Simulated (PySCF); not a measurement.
Atom-mapped SMILES (the numbers label the heavy atoms): `[CH:1]#[C:2][C@@H:3]1[C:4](=[O:5])[SiH2:6][C@@H:7]1[CH:8]=[O:9]`; H(Xn) means a hydrogen on atom n. Ha(Si6) is cis to C2 on the ring; Hb(Si6) is trans to C2 on the ring.

Theory: geometry: GFN2-xTB, σ from GIAO-PBE0/pcSseg-1, in PySCF 2.14 (no solvent, single conformer, relativity neglected).

δ = σ(ref) − σ, references computed at the same level: ¹³C (σref 186.93) and ¹H (σref 31.72) and ²⁹Si (σref 349.16) vs TMS; ¹⁷O (σref 336.08) vs H2O.

```json
{"atoms": "C7", "nucleus": "¹³C", "count": "1", "Hirshfeld charge": "-0.11", "δ (ppm)": "37.0"}
{"atoms": "Si6", "nucleus": "²⁹Si", "count": "1", "Hirshfeld charge": "0.37", "δ (ppm)": "?"}
{"atoms": "O5", "nucleus": "¹⁷O", "count": "1", "Hirshfeld charge": "-0.20", "δ (ppm)": "?"}
{"atoms": "C3", "nucleus": "¹³C", "count": "1", "Hirshfeld charge": "-0.03", "δ (ppm)": "?"}
{"atoms": "O9", "nucleus": "¹⁷O", "count": "1", "Hirshfeld charge": "-0.24", "δ (ppm)": "671.5"}
{"atoms": "H(C3)", "nucleus": "¹H", "count": "1", "Hirshfeld charge": "0.07", "δ (ppm)": "4.16"}
{"atoms": "H(C7)", "nucleus": "¹H", "count": "1", "Hirshfeld charge": "0.06", "δ (ppm)": "?"}
{"atoms": "Hb(Si6)", "nucleus": "¹H", "count": "1", "Hirshfeld charge": "-0.05", "δ (ppm)": "5.29"}
{"atoms": "Ha(Si6)", "nucleus": "¹H", "count": "1", "Hirshfeld charge": "-0.05", "δ (ppm)": "5.53"}
{"atoms": "H(C8)", "nucleus": "¹H", "count": "1", "Hirshfeld charge": "0.03", "δ (ppm)": "10.59"}
{"atoms": "C2", "nucleus": "¹³C", "count": "1", "Hirshfeld charge": "-0.04", "δ (ppm)": "78.5"}
{"atoms": "C8", "nucleus": "¹³C", "count": "1", "Hirshfeld charge": "0.11", "δ (ppm)": "205.7"}
{"atoms": "C4", "nucleus": "¹³C", "count": "1", "Hirshfeld charge": "0.09", "δ (ppm)": "226.2"}
{"atoms": "H(C1)", "nucleus": "¹H", "count": "1", "Hirshfeld charge": "0.10", "δ (ppm)": "2.45"}
{"atoms": "C1", "nucleus": "¹³C", "count": "1", "Hirshfeld charge": "-0.09", "δ (ppm)": "?"}
```

Complete the table.

Answers


- C1: 91.3 ppm, terminal alkyne carbon; the triple bond shields along its axis, which puts it between sp3 and sp2 carbons
- C3: 57.5 ppm, sp3 CH α to a carbonyl; α to the electron-withdrawing carbonyl group
- H(C7): 3.19 ppm, hydrogen on an sp3 CH bonded to Si, α to a carbonyl; α to C=O
- O5: 815.4 ppm, carbonyl oxygen
- Si6: -9.3 ppm, silicon bonded to 2 C, 2 H, in a 4-membered ring

Shifts are as computed. Against solution values, carbons near 30 ppm lie about +3 ppm off and those near 130 ppm about +5 ppm. Of 1211 compounds with measured shifts, 218 miss one by over three times the rms of a fit or turn the order of signals round; such compounds aren't used in these exercises. Unscaled 17O shifts of doubly bonded oxygen tend to come out too high, by tens of ppm or more. Experimental scales use liquid or dissolved standards, which lie at an offset from isolated H2O (liquid H2O: subtract about 36 ppm).
